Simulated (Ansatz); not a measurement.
Basis-set extrapolation for `OC([SiH3])N[SiH3]` (PBE0-D4/def2-TZVP geometry, frozen core, Ansatz 0.2.0). Multiplicity 1, RHF reference.

|  | def2-TZVPP | def2-QZVPP |
| --- | --- | --- |
| HF | -750.379269 | -750.405885 |
| MP2 correlation | -0.880754 | -0.945171 |
| CCSD(T) correlation | -0.972790 | not run |

Energies in hartree. Use E(X) = E(∞) + A·exp(−7.88·√X) for Hartree–Fock and E(X) = E(∞) + B·X^(−2.97) for correlation, with X = 3 and 4, and add CCSD(T) minus MP2 of the smaller set to the MP2 limit.

Task: What is the CCSD(T) energy at the basis-set limit?

Result: HF limit: -750.405885 + (-0.026616) × 0.13774 = -750.40955. MP2 limit: -0.945171 + (-0.064417) × 0.74074 = -0.99289. Higher-order term: -0.972790 − (-0.880754) = -0.09204. Total: -751.49448 hartree, 373.9 kJ/mol below CCSD(T)/def2-TZVPP.
